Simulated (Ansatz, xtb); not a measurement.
**BFH6NOSn+: where a starting geometry ends**

The starting geometry of this gas-phase singlet was built from a drawn formula by distance geometry and a force field; its bonds are those of `[OH2+]N[B](F)[SnH3]`.

```xyz
11

B     0.1434    0.8164    0.2984
F    -0.9104    1.7740    0.4448
N     0.4777    0.2319   -1.0695
O    -0.6299   -0.4080   -1.5173
Sn    1.3050    0.2167    2.0765
H    -0.4554   -0.5100   -2.5022
H    -0.5576   -1.2871   -1.1831
H     0.6892    1.0615   -1.6681
H     2.0364    1.5839    2.8687
H     0.2233   -0.5257    3.2618
H     2.5825   -0.9515    1.6316
```

Question: Predict what becomes of its bonds when it is optimised with r2SCAN-D4/def2-SVP.

Answer: It rearranges to `[OH2+]B(F)[NH][SnH3]`. Distances that change by over a tenth: B1–N3 (1.52 → 1.35 Å). Contacts that open: B1–Sn5 (2.21 → 3.11 Å), N3–O4 (1.36 → 2.51 Å). Contacts that close: B1–O4 (2.32 → 1.52 Å), N3–Sn5 (3.25 → 2.15 Å).

The energy falls by 6.39 eV over 25 steps:

```json
{"step": "1", "E − E(last) (eV)": "6.393"}
{"step": "4", "E − E(last) (eV)": "5.047"}
{"step": "6", "E − E(last) (eV)": "4.602"}
{"step": "9", "E − E(last) (eV)": "3.489"}
{"step": "12", "E − E(last) (eV)": "2.126"}
{"step": "14", "E − E(last) (eV)": "1.141"}
{"step": "17", "E − E(last) (eV)": "0.111"}
{"step": "20", "E − E(last) (eV)": "0.006"}
{"step": "22", "E − E(last) (eV)": "0.001"}
{"step": "25", "E − E(last) (eV)": "0.000"}
```

Final geometry (Å):

```csv
atom,x (Å),y (Å),z (Å)
B,-0.3915,0.1789,-0.2644
F,-1.4583,0.3291,0.4856
N,0.9281,0.1538,0.0387
O,-0.8679,0.0212,-1.7026
Sn,1.6982,0.3555,2.0358
H,-0.3042,-0.2108,-2.4614
H,-1.8236,-0.0200,-1.8996
H,1.6380,0.0458,-0.6817
H,2.0920,2.0038,2.1444
H,0.3717,-0.1498,2.9634
H,3.0219,-0.7056,1.9833
```

From the same start GFN2-xTB reaches the same bonding as this run.

The end wasn't checked by frequencies. Atoms past krypton carry core potentials, without spin–orbit terms. Run with Ansatz 0.2.0, 80 s on 2 threads of Arm Neoverse V1, on a shared host.
